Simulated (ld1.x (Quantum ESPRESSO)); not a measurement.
u(r) = r·R(r): atom against pseudo-atom (palladium (Pd))

Columns: radius, all-electron u(r) and pseudo u(r) of the 4p shell (level -76.23 eV) of palladium in the configuration [Ar] 3d10 4s2 4p6 4d8 5s0 5p0; LDA (PZ), scalar-relativistic, TM scheme, ld1.x (Quantum ESPRESSO) 7.5.

```
r (bohr)  all-electron  pseudo
   0.085        0.3732  0.0176
   0.170       -0.2069  0.0700
   0.255       -0.5933  0.1564
   0.340       -0.5085  0.2746
   0.425       -0.1582  0.4206
   0.510        0.2536  0.5863
   0.595        0.6124  0.7576
   0.680        0.8745  0.9147
   0.765        1.0360  1.0359
   0.850        1.1113  1.1049
   0.935        1.1210  1.1181
   1.020        1.0847  1.0843
   1.105        1.0192  1.0191
   1.190        0.9371  0.9371
   1.275        0.8478  0.8478
   1.360        0.7573  0.7573
   1.445        0.6699  0.6699
   1.530        0.5878  0.5878
   1.615        0.5125  0.5125
   1.700        0.4444  0.4444
   1.785        0.3837  0.3837
   1.870        0.3299  0.3299
   1.955        0.2828  0.2828
   2.040        0.2417  0.2417
   2.125        0.2061  0.2061
   2.210        0.1753  0.1753
```

Question: How many radial nodes do the two functions have?

Answer: The all-electron 4p function has n − l − 1 = 2; the pseudo-wave has 0, since the states of the same l below it are removed with the core.

Question: At about which radius was the pseudo-wave matched?

Answer: 1.15 bohr. The columns agree to 0.0005 from 1.02 bohr on; several derivatives are matched, so the curves merge somewhat inside the radius.

Question: Where does each function peak?

Answer: Outermost all-electron maximum near 0.94 bohr, pseudo maximum near 0.94 bohr (to the table’s step).

Question: Is the pseudo-wave norm-conserving?

Answer: Yes: the TM scheme keeps the norm inside the radius equal to the all-electron one, which fixes the energy derivative of the logarithmic derivative at the level.
